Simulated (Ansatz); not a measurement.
Computed with Ansatz on PBE0-D4/def2-TZVP structures; ΔE is electronic, products minus reactants. CCSD(T)/CBS adds triple-zeta CCSD(T) − MP2 to the extrapolated MP2 energy (def2 sets, frozen cores). DFT in def2-TZVPP. B3LYP here is the variant with VWN-RPA as its local correlation; programs differ in this. One conformer a species, not always the lowest.

`[CH3][AlH][NH][SiH2]C` → `C[SiH2][N](C)[AlH2]`  (isomerisation)

`[CH3][AlH][NH][SiH2]C`:

```xyz
15

C    -0.209    2.897   -1.429
Al   -0.726    1.055   -1.057
N     0.420   -0.037   -0.231
Si    0.240   -1.703    0.191
C     0.292   -2.000    2.035
H     0.780    3.151   -1.041
H    -0.201    3.088   -2.508
H    -0.928    3.601   -0.998
H    -2.138    0.450   -1.445
H     1.317    0.362    0.017
H    -1.072   -2.140   -0.358
H     1.312   -2.531   -0.437
H     1.244   -1.671    2.459
H    -0.510   -1.457    2.542
H     0.178   -3.065    2.258
```

`C[SiH2][N](C)[AlH2]`:

Cartesian coordinates in Å:
```
C -1.025 1.349 -1.445
Si -1.179 0.075 -0.087
N 0.355 -0.425 0.547
C 1.245 -1.096 -0.398
Al 0.846 -0.198 2.246
H -2.016 1.632 -1.811
H -0.458 0.962 -2.295
H -0.525 2.251 -1.083
H -1.962 0.626 1.050
H -1.897 -1.111 -0.645
H 1.555 -0.431 -1.212
H 0.765 -1.971 -0.853
H 2.155 -1.444 0.099
H 2.270 -0.766 2.648
H -0.130 0.546 3.242
```

Q: Is it downhill or uphill in electronic energy at CCSD(T)/CBS, and by how much? (Best estimate.)

A: Ansatz gave: Uphill: ΔE = +91.0 kJ/mol.

Q: What do these levels give: r2SCAN-D4, ωB97M-V, PBE0, B3LYP, MP2/def2-TZVPP, MP2/def2-QZVPP? (Best estimate.)

A: Computed: r2SCAN-D4 94.3, ωB97M-V 91.0, PBE0 92.7, B3LYP 93.9, MP2/def2-TZVPP 90.9, MP2/def2-QZVPP 92.6 kJ/mol.

Largest T1 diagnostic among the species: 0.011.

The D4 term adds −7.2 kJ/mol with B3LYP and −3.8 kJ/mol with PBE0; it sums over pairs of atoms, weighted by their polarisabilities, and B3LYP, whose exchange is more repulsive, gets the larger term.
